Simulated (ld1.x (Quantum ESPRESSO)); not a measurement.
## Transferability test, TM potential for manganese

ld1.x (Quantum ESPRESSO) 7.5 input, shortened:

```
&input
   title='Mn', zed=25., rel=1, dft='PBE', iswitch=3,
   config='[Ar] 3d5 4s0 4p0'
 /
 &inputp
   pseudotype=2, tm=.true., lloc=-2, rcloc=1.00,
   nlcc=.true.
 /
3
3S  1  0   2.00   0.00  1.15  1.15  0.0
3P  2  1   6.00   0.00  1.20  1.20  0.0
3D  3  2   5.00   0.00  1.50  1.50  0.0
 &test
   configts(1)='3s2 3p6 3d5 4s0 4p0'
 /
```

Energies are relative to the spin-unpolarised reference configuration 3s2 3p6 3d5 4s0 4p0; without spin polarisation the order of configurations can differ from experiment.

```tsv
valence configuration	charge	ΔE all-electron (eV)	error AE − PS (meV)
3s2 3p6 3d5 4s1 4p0	+1	-15.599	+63
3s2 3p6 3d4 4s0 4p0	+3	32.519	+21
3s2 3p6 3d5 4s1 4p1	0	-20.158	+61
3s1 3p6 3d5 4s2 4p0	+1	69.492	+56
3s2 3p6 3d3 4s0 4p0	+4	83.281	+187
```

What are ΔE and the potential's error for 3s2 3p6 3d5 4s2 4p0?

ΔE = -24.015 eV all-electron; the error (AE − PS) is +96 meV.

What are ΔE and the potential's error for 3s2 3p6 3d5.5 4s1.5 4p0?

ΔE = -24.497 eV all-electron; the error (AE − PS) is +58 meV.
